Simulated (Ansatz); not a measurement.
Ansatz (a first-principles code) input (revPBE/def2-TZVP):

Ansatz 0.2 input:
```yaml
crystal:
  periodic: [false, false, false]
  atoms:
    - {symbol: Lu, position_ang: [-0.03571797, 0.06494287, 0.15330214]}
    - {symbol: F, position_ang: [-1.52786790, -1.18719848, -0.35040668]}
    - {symbol: F, position_ang: [0.09492039, 1.59234282, -1.14979992]}
    - {symbol: F, position_ang: [1.71472258, -0.91747144, 0.29082303]}
basis:
  gaussian:
    orbitals: def2-TZVP
hamiltonian:
  xc: {name: revPBE}
total_charge: -1
magnetization: {spin_polarized: true, initial_magnetization: 1}
output: {forces: true}
```

Output:

```
Functional definition: revPBE
integrals: 0.14 GiB planned
1222 factors; their error is unknown
mean field: 0.95 GiB planned
mean field evaluation 1: about -41809.7039 eV, gradient 2.7e1 eV
mean field evaluation 2: about -41806.2336 eV, gradient 8.0e1 eV
mean field evaluation 4: about -41810.3125 eV, gradient 2.5e0 eV
mean field evaluation 8: about -41810.3261 eV, gradient 8.6e-2 eV
mean field evaluation 16: about -41810.3261 eV, gradient 1.1e-5 eV
mean field -41810.32610419 eV, -1536.5011442719 hartree, gradient 1.1e-5 eV, S^2 0.750513; 0 other end points of the search recorded, 0 dependent functions left out
the calculation of the forces begins
reference -41810.32618284 eV, -1536.5011471623 hartree; 36, 35 occupied and 153, 154 virtual orbitals, 1222 factors
Total energy: -41810.32618284 eV, -1536.5011471623 hartree
Atom 0 at    -0.035718     0.064943     0.153302 Å, force    -0.038287     0.069705     0.164486 eV/Å
Atom 1 at    -1.527868    -1.187198    -0.350407 Å, force    -0.102524    -0.095493    -0.051089 eV/Å
Atom 2 at     0.094920     1.592343    -1.149800 Å, force     0.012837     0.102093    -0.107898 eV/Å
Atom 3 at     1.714723    -0.917471     0.290823 Å, force     0.127973    -0.076305    -0.005498 eV/Å
Dipole moment:     0.044173    -0.080312    -0.189585 e Å
```

The spin state was set by rule; other spins were not relaxed.
